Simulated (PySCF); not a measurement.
C4H6ClSi (doublet state).
Geometry (GFN2-xTB, Å), atoms numbered from 1 in this order:
```
atom  x, y, z in Å
C1     2.0925   -0.9406   -0.5193
C2     1.1794   -0.0398   -0.6341
C3     0.2525    0.9150   -0.7799
Cl4    0.6885    2.1990   -1.9179
C5    -0.9677    0.9787   -0.1410
Si6   -1.5440   -0.3097    1.0778
H7     2.1176   -1.8226   -1.1458
H8     2.8820   -0.8742    0.2179
H9    -1.5963    1.8229   -0.3769
H10   -2.8709    0.0938    1.5423
H11   -0.6181   -0.3949    2.2123
H12   -1.6143   -1.6281    0.4386
```

The species is `C=[C]/C(Cl)=C\[SiH3]` [radical].

Method used: PySCF 2.14.0, UKS B3LYP, pcH-1 on C Cl H Si, non-relativistic, mean-field spin-orbit, GIAO. Geometry: GFN2-xTB; no solvent, vibrations or thermal averaging. A GFN2-xTB geometry isn't a minimum of the functional, and hyperfine couplings can be far from their values at a DFT geometry. The SCF solution wasn't tested for stability. ⟨S²⟩ is 0.775 where a pure state has 0.75.

(1) Give the principal g shifts and their parts.

(2) What effective moment and Curie constant follow for a powder?

(3) Average each term over the three axes. Which is largest in size?

(4) In a frozen sample, at which fields do the three g values resonate at 9.5, 34, 94 and 263 GHz (hyperfine left aside), and which band first spreads them over more than twice a line width of 1.0 mT?

Results:

(1) 
| Δg (ppm) | 1 | 2 | 3 |
| --- | --- | --- | --- |
| relativistic mass correction | -130 | -130 | -130 |
| gauge correction | 32 | 1 | 22 |
| orbital Zeeman/spin–orbit | -361 | 39 | 288 |
| total | -458 | -90 | 180 |

So g = 2.00186, 2.00223, 2.00250 and g_iso = 2.00220; the tensor is rhombic: the two nearest values differ by 42 % of g3 − g1. Axes: g1 points within 3° of the C2–C3 bond.

(2) With the mean of g² = 4.0088 and S(S+1) = 0.75: μ_eff = √(⟨g²⟩S(S+1)) = 1.734 μB and χT = 0.12505·⟨g²⟩·S(S+1) = 0.376 cm³ K/mol (cgs; spin-Hamiltonian part alone).

(3) The mass correction -130, the gauge correction 18 and the orbital-Zeeman/spin–orbit term -11 ppm, for a total of -123 ppm. The mass correction is the largest in size. The mass correction is the same along every axis, so the anisotropy comes from the other two: their spans along these axes are 31 (gauge) and 649 ppm (orbital Zeeman/spin–orbit).

(4) 
```tsv
band	GHz	B(g3) mT	B(g2) mT	B(g1) mT	spread mT
X	9.5	338.95	339.00	339.06	0.11
Q	34.0	1213.10	1213.26	1213.48	0.39
W	94.0	3353.85	3354.30	3354.92	1.07
J	263.0	9383.65	9384.92	9386.64	2.99
```

The spread grows in proportion to the frequency. J band is the first where it exceeds 2.0 mT.

Largest spin populations (Mulliken): C5 (+0.70), C2 (+0.57), C3 (-0.23) and C1 (-0.11). The angles at C5 add up to 360.0°, so it is planar; its axial dipolar tensor and the negative coupling of its proton fit spin in a p orbital normal to that plane.

The HOMO–LUMO gaps are 4.75 eV among the α and 4.58 eV among the β orbitals.

On one thread, Arm Neoverse V1 (aarch64), no GPU, shared host with 32 logical CPUs at a one-minute load of 27, this took 66 s (grids of density and orbitals included) and 0.86 GiB of memory at its peak.

The SMILES draws the unpaired electron on C2; the largest computed Mulliken spin population is on C5 (0.70 against 0.57).
